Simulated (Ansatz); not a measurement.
Ansatz (a program for electronic structure) input (CCSD(T)/def2-SVPD):

Ansatz 0.2 input:
```yaml
crystal:
  periodic: [false, false, false]
  atoms:
    - {symbol: Al, position_ang: [0.00000000, 0.00000000, 0.00000000]}
    - {symbol: I, position_ang: [0.00000000, 0.00000000, 2.36949813]}
    - {symbol: I, position_ang: [-0.00000000, -0.00000000, -2.36949813]}
basis:
  gaussian:
    orbitals: def2-SVPD
total_charge: 1
magnetization: {spin_polarized: true, initial_magnetization: 2}
correlation: {method: ccsd_t, electrons: outside_noble_gas}
```

Output:

```
Functional definition: HF
integrals: 0.20 GiB planned
1096 factors; integrals over basis functions are off by at most 2.5e-4 eV
mean field: 0.62 GiB planned
mean field evaluation 1: about -22716.1528 eV, gradient 8.4e0 eV
mean field evaluation 2: about -22716.2545 eV, gradient 8.5e0 eV
mean field evaluation 4: about -22716.9347 eV, gradient 1.1e0 eV
mean field evaluation 8: about -22716.9696 eV, gradient 6.3e-2 eV
mean field evaluation 16: about -22716.9697 eV, gradient 1.5e-3 eV
mean field evaluation 32: about -22717.4606 eV, gradient 7.2e-2 eV
mean field evaluation 64: about -22716.9612 eV, gradient 7.0e-1 eV
mean field evaluation 96: about -22716.5285 eV, gradient 3.3e-3 eV
mean field evaluation 128: about -22716.2333 eV, gradient 1.1e0 eV
mean field evaluation 160: about -22717.3892 eV, gradient 6.3e-1 eV
mean field evaluation 192: about -22717.2732 eV, gradient 2.7e0 eV
mean field evaluation 224: about -22717.4592 eV, gradient 7.2e-2 eV
mean field evaluation 256: about -22716.5218 eV, gradient 3.8e-1 eV
mean field evaluation 288: about -22716.0580 eV, gradient 4.8e0 eV
mean field evaluation 320: about -22717.4422 eV, gradient 7.9e-1 eV
mean field evaluation 352: about -22716.6499 eV, gradient 9.6e-1 eV
mean field evaluation 384: about -22716.4203 eV, gradient 7.3e-4 eV
mean field evaluation 416: about -22717.4614 eV, gradient 1.4e-3 eV
mean field evaluation 448: about -22716.6942 eV, gradient 5.5e-2 eV
mean field evaluation 480: about -22716.4203 eV, gradient 2.6e-2 eV
mean field evaluation 512: about -22715.7461 eV, gradient 1.4e-1 eV
mean field evaluation 544: about -22714.2622 eV, gradient 7.0e-2 eV
mean field evaluation 576: about -22713.9993 eV, gradient 1.0e-3 eV
mean field evaluation 608: about -22713.7891 eV, gradient 2.7e-3 eV
mean field evaluation 640: about -22713.7757 eV, gradient 9.0e-3 eV
mean field evaluation 672: about -22714.5796 eV, gradient 1.2e-1 eV
mean field evaluation 704: about -22716.9696 eV, gradient 6.2e-2 eV
mean field evaluation 736: about -22716.5285 eV, gradient 7.8e-4 eV
mean field evaluation 768: about -22715.8806 eV, gradient 4.6e-1 eV
mean field evaluation 800: about -22715.7492 eV, gradient 8.3e-3 eV
mean field evaluation 832: about -22715.3288 eV, gradient 3.2e0 eV
mean field evaluation 864: about -22714.5008 eV, gradient 2.1e-2 eV
mean field evaluation 896: about -22713.7757 eV, gradient 7.9e-4 eV
mean field evaluation 928: about -22716.5282 eV, gradient 8.1e-2 eV
mean field evaluation 960: about -22716.5285 eV, gradient 3.8e-3 eV
mean field evaluation 992: about -22716.0060 eV, gradient 1.4e0 eV
mean field evaluation 1024: about -22715.8865 eV, gradient 2.3e-1 eV
mean field evaluation 1056: about -22715.4532 eV, gradient 9.3e-1 eV
mean field evaluation 1088: about -22715.4756 eV, gradient 9.9e-3 eV
mean field evaluation 1120: about -22716.5285 eV, gradient 3.2e-6 eV
mean field evaluation 1152: about -22716.9514 eV, gradient 7.7e-1 eV
mean field evaluation 1184: about -22716.0492 eV, gradient 2.0e-2 eV
mean field evaluation 1216: about -22715.7405 eV, gradient 3.5e-4 eV
mean field evaluation 1248: about -22715.4747 eV, gradient 1.5e-1 eV
mean field evaluation 1280: about -22715.7405 eV, gradient 3.0e-4 eV
mean field evaluation 1312: about -22714.4971 eV, gradient 3.8e-1 eV
mean field evaluation 1344: about -22713.7757 eV, gradient 6.1e-3 eV
mean field evaluation 1376: about -22716.9697 eV, gradient 6.0e-3 eV
mean field evaluation 1408: about -22716.5245 eV, gradient 3.8e-1 eV
mean field evaluation 1440: about -22715.8879 eV, gradient 1.6e-3 eV
mean field evaluation 1472: about -22715.4706 eV, gradient 4.9e-1 eV
mean field evaluation 1504: about -22715.7405 eV, gradient 5.0e-3 eV
mean field evaluation 1536: about -22714.4561 eV, gradient 1.5e0 eV
mean field evaluation 1568: about -22713.7263 eV, gradient 1.1e-2 eV
mean field evaluation 1600: about -22713.8235 eV, gradient 6.3e-1 eV
mean field -22717.46136370 eV, -834.8513066676 hartree, gradient 2.3e-6 eV, S^2 2.019187; 28 other end points of the search recorded, 0 dependent functions left out
determinant -22717.46136370 eV, -834.8513066676 hartree, with singles and doubles -22724.39129562 eV, -835.1059769683 hartree
determinant -22716.96974770 eV, -834.8332401128 hartree, with singles and doubles -22724.38552318 eV, -835.1057648352 hartree
determinant -22716.69437059 eV, -834.8231201908 hartree, with singles and doubles -22723.48341204 eV, -835.0726128624 hartree
determinant -22716.52847231 eV, -834.8170235412 hartree, with singles and doubles -22724.03345304 eV, -835.0928264961 hartree
determinant -22716.42034969 eV, -834.8130501085 hartree, with singles and doubles -22723.22747433 eV, -835.0632073250 hartree
determinant -22716.04918240 eV, -834.7994099620 hartree, with singles and doubles -22723.41945879 eV, -835.0702626235 hartree
determinant -22715.88793146 eV, -834.7934840993 hartree, with singles and doubles -22723.20565995 eV, -835.0624056613 hartree
determinant -22715.75071880 eV, -834.7884416270 hartree, with singles and doubles -22723.04836212 eV, -835.0566250724 hartree
determinant -22715.74918739 eV, -834.7883853487 hartree, with singles and doubles -22723.05619654 eV, -835.0569129821 hartree
determinant -22715.74052896 eV, -834.7880671572 hartree, with singles and doubles -22723.14628394 eV, -835.0602236331 hartree
determinant -22715.47561403 eV, -834.7783317133 hartree, with singles and doubles -22722.85497166 eV, -835.0495181042 hartree
determinant -22714.58176849 eV, -834.7454834954 hartree, with singles and doubles -22721.74388300 eV, -835.0086863490 hartree
determinant -22714.50086631 eV, -834.7425103952 hartree, with singles and doubles -22721.80819539 eV, -835.0110497857 hartree
determinant -22714.26228366 eV, -834.7337426447 hartree, with singles and doubles -22720.44471988 eV, -834.9609429849 hartree
determinant -22713.99930404 eV, -834.7240783218 hartree, with singles and doubles -22720.21234822 eV, -834.9524034840 hartree
determinant -22717.46136370 eV, -834.8513066676 hartree, with singles and doubles -22724.40685508 eV, -835.1065487681 hartree
determinant -22716.96974770 eV, -834.8332401128 hartree, with singles and doubles -22724.40009311 eV, -835.1063002702 hartree
determinant -22717.46136370 eV, -834.8513066676 hartree, with singles and doubles -22724.42654347 eV, -835.1072723030 hartree
determinant -22716.96974770 eV, -834.8332401128 hartree, with singles and doubles -22724.40712741 eV, -835.1065587760 hartree
determinant -22716.52847231 eV, -834.8170235412 hartree, with singles and doubles -22724.02809954 eV, -835.0926297588 hartree
23 core orbitals not correlated
reference -22717.46136370 eV, -834.8513066676 hartree; 9, 7 occupied and 62, 64 virtual orbitals, 1096 factors
second order -6.17818482 eV of doubles, -0.00000000 eV of singles
coupled cluster: 0.40 GiB planned
cycle   1  -6.96518005 eV  change   -2.8e-7 eV  update   2.0e-6
perturbative correction -0.27598157 eV, -0.0101421355 hartree
Total energy: -22724.70252532 eV, -835.1174144489 hartree
```

This state (charge 1, triplet) is run at the relaxed geometry of the species with charge 1 and multiplicity 1, and is a spin state other than that species' own.
